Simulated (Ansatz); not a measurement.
Cost and result for the atomization energy of `CB(S)S` (9 atoms, 8 bonds).

```xyz
9

C     1.067    0.490    0.116
B    -0.414   -0.016    0.054
S    -0.887   -1.559   -0.748
S    -1.694    0.990    0.816
H     1.701   -0.248    0.618
H     1.470    0.612   -0.894
H     1.178    1.441    0.640
H     0.342   -1.931   -1.144
H    -2.763    0.222    0.543
```

The species carries charge 0 and has multiplicity 1. Geometry: relaxed with PBE0-D4/def2-TZVP. It is one conformer, not always the lowest. Program: Ansatz. Hardware: A = 2 threads of an AMD EPYC 7R13 on a shared host; B = 2 threads of an AMD EPYC 7R13 on a shared host and a share of an NVIDIA H100 80 GB. Times are those of one run each, without the atoms' runs, and a repeat can differ threefold. Electronic energies, without spin–orbit coupling; frozen cores. CCSD(T)/CBS extrapolates def2-TZVPP and def2-QZVPP, and its time is that of the two runs behind it. T1 = 0.013. B3LYP takes the VWN-RPA correlation (the form of Gaussian; ORCA's B3LYP/G).

CCSD(T)/CBS is a level of theory with its own doubt, some kJ/mol a heavy atom from the limit and from the frozen cores, so smaller differences don't rank the functionals.

| level | functions | wall time | atomization (kcal/mol) | difference from CCSD(T)/CBS | per bond |
| --- | --- | --- | --- | --- | --- |
| PBE0-D4/def2-TZVPP [A] | 216 | 4.1 s | 775.4 | 8.3 | 1.0 |
| r2SCAN-D4/def2-TZVPP (with forces) [A] | 216 | 6 s | 777.1 | 10.0 | 1.2 |
| PBE-D4/def2-TZVPP (with forces) [A] | 216 | 6 s | 785.2 | 18.1 | 2.3 |
| CCSD(T)/def2-TZVPP [B] | 216 | 10 s | 748.5 | -18.6 | -2.3 |
| B3LYP-D4/def2-TZVPP (with forces) [A] | 216 | 13 s | 769.2 | 2.1 | 0.3 |
| B2PLYP/def2-TZVPP [A] | 216 | 13 s | 760.1 | -7.0 | -0.9 |
| CCSD(T)/def2-QZVPP [B] | 404 | 13 s | 759.3 | -7.8 | -1.0 |
| ωB97X-V/def2-TZVPP [A] | 216 | 20 s | 773.0 | 5.9 | 0.7 |
| ωB97M-V/def2-TZVPP (with forces) [A] | 216 | 22 s | 775.4 | 8.3 | 1.0 |
| CCSD(T)/CBS(def2) | – | 23 s | 767.1 | 0.0 | 0.0 |

In def2-TZVPP, CCSD(T) changes the Hartree–Fock value by +172.8 kcal/mol (the triples alone add +11.6 kcal/mol) and MP2 by +183.3 kcal/mol; breaking electron pairs costs correlation energy, which Hartree–Fock lacks. From PBE to PBE0 (25 % exact exchange), in def2-TZVPP and without D4, the atomization energy moves by −9.0 kcal/mol: exact exchange takes away binding that semilocal exchange gives to molecules. The D4 term adds +7.9 kcal/mol with B3LYP and +4.1 kcal/mol with PBE0; it sums over pairs of atoms, weighted by their polarisabilities, and B3LYP, whose exchange is more repulsive, gets the larger term.
